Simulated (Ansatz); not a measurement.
Two isomers of C2H3FOTe: A = `O/C=C(\F)[TeH]`, B = `O=CC(F)[TeH]`.

Isolated molecules relaxed with PBE0-D4/def2-TZVP in Ansatz; ΔE leaves out vibrations. CCSD(T)/CBS adds triple-zeta CCSD(T) − MP2 to the extrapolated MP2 energy (def2 sets, frozen cores). Functionals use def2-TZVPP. B3LYP here is the variant with VWN-RPA as its local correlation; programs differ in this. Elements past krypton have def2 core potentials. For Te outer-core shells are correlated without core-valence functions, which leaves a few kJ/mol of doubt a bond. Each species was taken in one conformer, which may not be the lowest.

(1) Which is lower in electronic energy at CCSD(T)/CBS, and by how much? (Estimate.)

(2) Give E(B) − E(A) in kcal/mol with r2SCAN-D4, B3LYP, B3LYP-D4, PBE-D4, HF/def2-TZVPP, CCSD(T)/def2-TZVPP, CCSD/def2-TZVPP. (Best estimate.)

(3) Does the order hold for the free energy at 298.15 K (harmonic terms from PBE0-D4)? (An estimate is asked.)

Largest T1 diagnostic: 0.014.

Answers

(1) The calculation gave: B, by 5.1 kcal/mol.

(2) Ansatz gave: r2SCAN-D4 -5.9, B3LYP -5.8, B3LYP-D4 -6.1, PBE-D4 -5.6, HF/def2-TZVPP -7.7, CCSD(T)/def2-TZVPP -6.1, CCSD/def2-TZVPP -6.2. None reverses the order clearly.

(3) Ansatz gave: Yes: G(B) − G(A) = -5.9 kcal/mol, for one conformer each.

At CCSD(T), def2-SVP lies −3.1 kcal/mol from the extrapolated value and def2-TZVPP −0.9 kcal/mol. In def2-TZVPP, CCSD(T) changes the Hartree–Fock value by +1.6 kcal/mol (the triples alone add +0.1 kcal/mol) and MP2 by +1.1 kcal/mol.
